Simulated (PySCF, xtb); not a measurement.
In(F)(Br)(vinyl) (C₂H₃BrFIn), SMILES C=[CH][In]([Br])[F]. The values are those of a single conformer.

Harmonic wavenumbers (cm⁻¹) from GFN2-xTB in xtb at its own minimum, in rising order: 30, 56, 85, 91, 211, 239, 338, 425, 432, 881, 923, 983, 1119, 1364, 1653, 3016, 3042, 3051.

What does B3LYP-D3(BJ)/def2-SVP (PySCF 2.14.0) give at its own minimum? (An estimate is asked for; the answer gives what the named calculation found.)

52, 70, 120, 125, 246, 271, 462, 510, 607, 987, 996, 1023, 1232, 1410, 1645, 3107, 3164, 3201. Paired by order, the mean absolute difference is 72 cm⁻¹ and the zero-point energies are 25.6 and 27.5 kcal/mol.
